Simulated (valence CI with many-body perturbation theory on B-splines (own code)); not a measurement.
## E1 transitions of Hg7+

Method: valence CI with perturbative core correlation (CI+MBPT): five valence electrons over a frozen Dirac-Fock core [Xe] 4f14, a basis of 7 s, 7 p, 8 d, 6 f, 4 g, 1 h functions for each j, with the one-electron correlation potential Σ1 (screened to all orders), the two-electron term Σ2, the three-electron term Σ3, Breit, model QED; selected single and double excitations, second order for the rest, scaled by the run's own slope (own B-spline code, finite nucleus).

No measured spectrum was set against this ion. As an estimate, terms of the open shell hold to 2 to 4 % of their energy, and close levels can change places; different configurations can be misplaced against each other by 1,000 to 8,000 cm⁻¹. Among the levels kept, up to 1200 cm⁻¹ of a level comes from second order outside the variational space, and about a tenth of that is noise between levels of different J, which matters for small intervals. The list stops below the first excitations out of the core.

Lines 301 to 350 of 539 in falling wavelength, among levels below 43.000 eV, chosen from the strongest by gf and those to the six lowest levels. Wavelengths and rates use the calculated energies, so an error of 2000 cm⁻¹ moves a line at 72.87 nm by 1.5 % and its rate by three times that or more. Electric multipoles are in the length gauge, E1 and E2 with the static RPA response of the core. Weak lines are less certain than strong ones. Lines between different terms over intervals too small for the method are left out, as are lines whose strength nearly cancels. Where a level lies close to another of its J and parity, the split of strength between their lines is uncertain. The highest levels of a list are the least certain.

Levels are named by their leading jj configuration (3d3/2^4 stands for four electrons in 3d with j = 3/2), which in mixed levels can hold well under half, so a name can repeat and another be missing. Letters in brackets count levels of one name in rising energy.

```csv
λ vac (nm),Upper,Lower,A (s⁻¹),S (a.u.) with core polarisation,S without
72.87,(5d3/2^3 5d5/2 6p3/2) J=11/2,(5d3/2^3 5d5/2 6s) J=9/2,4.17e+09,9.56e+00,1.16e+01
72.57,(5d3/2^2 5d5/2^2 6p1/2) J=3/2 [c],(5d3/2^3 5d5/2 6s) J=3/2 [a],1.37e+08,1.03e-01,1.24e-01
72.51,(5d3/2^2 5d5/2^2 6p1/2) J=7/2 [c],(5d3/2^2 5d5/2^2 6s) J=5/2 [a],6.22e+08,9.36e-01,1.13e+00
72.17,(5d3/2^2 5d5/2^2 6p3/2) J=9/2,(5d3/2^2 5d5/2^2 6s) J=7/2 [a],2.73e+09,5.07e+00,6.14e+00
72.01,(5d3/2^3 5d5/2 6p3/2) J=5/2 [b],(5d3/2^2 5d5/2^2 6s) J=7/2 [a],7.52e+07,8.32e-02,1.01e-01
71.99,(5d3/2^4 6p3/2) J=3/2,(5d3/2^4 6s) J=1/2,3.05e+09,2.24e+00,2.71e+00
71.88,(5d3/2^2 5d5/2^2 6p1/2) J=3/2 [d],(5d3/2^2 5d5/2^2 6s) J=5/2 [a],3.38e+08,2.48e-01,3.01e-01
71.75,(5d3/2 5d5/2^3 6p1/2) J=7/2,(5d3/2^2 5d5/2^2 6s) J=7/2 [a],3.44e+08,5.01e-01,6.08e-01
71.72,(5d3/2^2 5d5/2^2 6p1/2) J=1/2 [b],(5d3/2^3 5d5/2 6s) J=3/2 [a],3.42e+08,1.25e-01,1.51e-01
71.44,(5d3/2^2 5d5/2^2 6p1/2) J=7/2 [d],(5d3/2^2 5d5/2^2 6s) J=5/2 [a],1.48e+09,2.13e+00,2.58e+00
71.04,(5d3/2^3 5d5/2 6p3/2) J=5/2 [a],(5d3/2^3 5d5/2 6s) J=3/2 [a],2.51e+09,2.67e+00,3.22e+00
70.94,(5d3/2^2 5d5/2^2 6p1/2) J=7/2 [e],(5d3/2^2 5d5/2^2 6s) J=5/2 [a],1.09e+09,1.53e+00,1.85e+00
70.53,(5d3/2^2 5d5/2^2 6p1/2) J=3/2 [b],(5d3/2^4 6s) J=1/2,6.10e+08,4.23e-01,5.11e-01
70.47,(5d3/2^2 5d5/2^2 6p1/2) J=5/2 [d],(5d3/2^2 5d5/2^2 6s) J=5/2 [a],7.86e+08,8.14e-01,9.86e-01
70.21,(5d3/2^3 5d5/2 6p3/2) J=3/2 [a],(5d3/2^3 5d5/2 6s) J=3/2 [a],1.33e+09,9.12e-01,1.10e+00
69.61,(5d3/2^3 5d5/2 6p3/2) J=5/2 [b],(5d3/2^2 5d5/2^2 6s) J=5/2 [a],8.51e+08,8.51e-01,1.03e+00
69.57,(5d3/2^2 5d5/2^2 6p1/2) J=5/2 [c],(5d3/2^3 5d5/2 6s) J=3/2 [a],2.79e+08,2.78e-01,3.36e-01
69.44,(5d3/2^3 5d5/2 6p3/2) J=3/2 [b],(5d3/2^2 5d5/2^2 6s) J=5/2 [a],1.14e+09,7.54e-01,9.13e-01
69.37,(5d3/2 5d5/2^3 6p1/2) J=7/2,(5d3/2^2 5d5/2^2 6s) J=5/2 [a],6.73e+08,8.87e-01,1.07e+00
68.47,(5d3/2^2 5d5/2^2 6p1/2) J=3/2 [d],(5d3/2^3 5d5/2 6s) J=3/2 [a],5.55e+07,3.51e-02,4.30e-02
68.38,(5d3/2^3 5d5/2 6p3/2) J=1/2,(5d3/2^3 5d5/2 6s) J=3/2 [a],8.69e+08,2.74e-01,3.31e-01
68.01,(5d3/2^2 5d5/2^2 6p1/2) J=3/2 [c],(5d3/2^4 6s) J=1/2,1.60e+08,9.91e-02,1.20e-01
67.26,(5d3/2^2 5d5/2^2 6p1/2) J=1/2 [b],(5d3/2^4 6s) J=1/2,1.33e+08,4.00e-02,4.83e-02
64.39,(5d3/2^2 5d5/2^2 6p1/2) J=3/2 [d],(5d3/2^4 6s) J=1/2,7.95e+07,4.19e-02,4.99e-02
64.31,(5d3/2^3 5d5/2 6p3/2) J=1/2,(5d3/2^4 6s) J=1/2,4.45e+08,1.17e-01,1.41e-01
62.43,(5d3/2^3 5d5/2 6p3/2) J=3/2 [b],(5d3/2^4 6s) J=1/2,1.40e+08,6.73e-02,8.00e-02
40.17,(5d3/2^2 5d5/2^2 6p1/2) J=7/2 [c],(5d5/2^5) J=5/2,7.14e+07,1.83e-02,2.20e-02
40.16,(5d3/2^3 5d5/2 6p1/2) J=9/2,(5d3/2^2 5d5/2^3) J=9/2 [b],5.85e+07,1.87e-02,2.15e-02
40.12,(5d3/2^2 5d5/2^2 6p1/2) J=9/2 [c],(5d3/2^2 5d5/2^3) J=9/2 [d],5.84e+07,1.86e-02,2.27e-02
39.55,(5d3/2^3 5d5/2 6p1/2) J=7/2 [b],(5d3/2^2 5d5/2^3) J=9/2 [b],8.00e+07,1.95e-02,2.28e-02
39.22,(5d3/2^4 6p1/2) J=1/2,(5d3/2^3 5d5/2^2) J=3/2,2.07e+08,1.23e-02,1.43e-02
38.89,(5d3/2^2 5d5/2^2 6p1/2) J=13/2,(5d3/2 5d5/2^4) J=11/2,7.56e+07,3.07e-02,3.59e-02
38.51,(5d3/2^3 5d5/2 6p1/2) J=9/2,(5d3/2^2 5d5/2^3) J=9/2 [a],9.17e+07,2.59e-02,3.09e-02
38.23,(5d3/2^2 5d5/2^2 6p1/2) J=11/2 [b],(5d3/2 5d5/2^4) J=11/2,5.56e+07,1.84e-02,2.06e-02
38.07,(5d3/2^2 5d5/2^2 6p1/2) J=5/2 [a],(5d3/2^2 5d5/2^3) J=7/2 [c],1.60e+08,2.62e-02,3.17e-02
37.93,(5d3/2^2 5d5/2^2 6p1/2) J=9/2 [b],(5d3/2^2 5d5/2^3) J=7/2 [d],1.84e+08,4.96e-02,5.74e-02
37.86,(5d3/2^2 5d5/2^2 6p1/2) J=5/2 [b],(5d3/2 5d5/2^4) J=5/2 [a],1.43e+08,2.30e-02,2.72e-02
37.77,(5d3/2^3 5d5/2 6p1/2) J=3/2,(5d3/2^3 5d5/2^2) J=5/2 [b],3.69e+07,3.92e-03,4.58e-03
37.70,(5d3/2^3 5d5/2 6p1/2) J=1/2,(5d3/2^3 5d5/2^2) J=3/2,3.34e+08,1.77e-02,2.08e-02
37.37,(5d3/2^3 5d5/2 6p1/2) J=3/2,(5d3/2^3 5d5/2^2) J=3/2,3.01e+06,3.10e-04,3.04e-04
37.29,(5d3/2^3 5d5/2 6p1/2) J=7/2 [a],(5d3/2^2 5d5/2^3) J=7/2 [a],1.98e+08,4.04e-02,4.78e-02
37.12,(5d3/2^3 5d5/2 6p1/2) J=9/2,(5d3/2^2 5d5/2^3) J=7/2 [a],1.05e+08,2.65e-02,3.31e-02
37.11,(5d3/2^3 5d5/2 6p1/2) J=5/2 [b],(5d3/2^3 5d5/2^2) J=5/2 [c],4.59e+08,6.94e-02,8.15e-02
36.83,(5d3/2^3 5d5/2 6p1/2) J=5/2 [b],(5d3/2^2 5d5/2^3) J=7/2 [a],3.15e+08,4.65e-02,5.51e-02
36.74,(5d3/2^3 5d5/2 6p1/2) J=5/2 [a],(5d3/2^3 5d5/2^2) J=5/2 [b],1.26e+08,1.86e-02,2.19e-02
36.71,(5d3/2^2 5d5/2^2 6p1/2) J=7/2 [a],(5d3/2^2 5d5/2^3) J=9/2 [a],1.72e+08,3.37e-02,4.09e-02
36.64,(5d3/2^2 5d5/2^2 6p1/2) J=3/2 [a],(5d3/2^3 5d5/2^2) J=5/2 [b],5.39e+08,5.24e-02,6.19e-02
36.62,(5d3/2^2 5d5/2^2 6p1/2) J=9/2 [a],(5d3/2^2 5d5/2^3) J=9/2 [a],1.24e+08,3.00e-02,3.47e-02
36.55,(5d3/2^2 5d5/2^2 6p1/2) J=7/2 [b],(5d3/2^2 5d5/2^3) J=5/2 [a],2.00e+08,3.85e-02,4.58e-02
36.36,(5d3/2^3 5d5/2 6p1/2) J=5/2 [a],(5d3/2^3 5d5/2^2) J=3/2,3.33e+07,4.74e-03,5.92e-03
```
